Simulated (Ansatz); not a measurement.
CHF5Si (`F[SiH](F)C(F)(F)F`) from Hartree–Fock to CCSD(T)

Cartesian coordinates in Å:
```
F -1.301 1.569 -0.355
Si 0.092 0.954 0.054
F 1.174 1.368 -1.015
C -0.082 -0.960 -0.016
F -0.442 -1.403 -1.227
F -1.005 -1.388 0.862
F 1.078 -1.557 0.305
H 0.487 1.417 1.392
```

Total charge 0; spin multiplicity 1. All single points use the PBE0-D4/def2-TZVP geometry. Frozen core, restricted reference, Ansatz. CBS rows extrapolate triple and quadruple zeta; past MP2 they add the triple-zeta difference.

| basis | HF (Eh) | MP2 corr. | CCSD corr. | (T) | CCSD(T) total |
| --- | --- | --- | --- | --- | --- |
| def2-SVP | ? | -1.13605 | -1.15795 | -0.02104 | ? |
| def2-TZVPP | -824.97203 | ? | -1.51950 | ? | ? |
| def2-QZVPP | -825.00577 | ? | – | – | – |
| CBS(def2) | -825.01042 | -1.75567 | -1.76677 | as TZ | -826.82391 |

**Question.** Fill in the withheld values. (Estimate.)

**Answer.** Computed: def2-SVP HF (Eh): -824.17420; def2-SVP CCSD(T) total: -825.35319; def2-TZVPP MP2 corr.: -1.50840; def2-TZVPP (T): -0.04672; def2-TZVPP CCSD(T) total: -826.53825; def2-QZVPP MP2 corr.: -1.65045.
